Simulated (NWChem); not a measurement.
System: CH3FSi, singlet; SMILES C[Si]F

Input file for NWChem:

```
start job
memory heap 200 mb stack 900 mb global 1100 mb
geometry units angstroms noautosym nocenter noautoz
  Si     0.662636     0.145361     0.000000
  F     -0.534676     1.272381     0.000000
  C     -0.434259    -1.400187     0.000000
  H      0.142849    -2.337684     0.000000
  H     -1.096547    -1.389037    -0.884974
  H     -1.096547    -1.389037     0.884974
end
basis spherical
  * library pcsseg-1
end
dft
  xc kt2
  iterations 150
end
property
  shielding 5 1 2 3 4 5
end
task dft property
```

Low-valent species are run as closed-shell singlets; no triplet was tried in these runs. All runs use the structure optimised with PBE0/def2-SVP.

GIAO values for the isolated, static molecule; σ is the absolute isotropic shielding, δ = σ(reference) − σ with the isolated reference molecule computed at the same levels (13C: tetramethylsilane, 19F: trichlorofluoromethane, 1H: tetramethylsilane, 29Si: tetramethylsilane).

Atoms are numbered as in the input.

Task: Predict the main results of this run. (KT2/pcSseg-1, GIAO.) Quantities: δ Si1 (ppm); δ F2 (ppm); δ C3 (ppm); δ H4 (rotor mean) (ppm).

Result: 
```
Item                     Value
-----------------------  -----
δ Si1 (ppm)              450.2
δ F2 (ppm)               117.0
δ C3 (ppm)                38.4
δ H4 (rotor mean) (ppm)   0.87
```
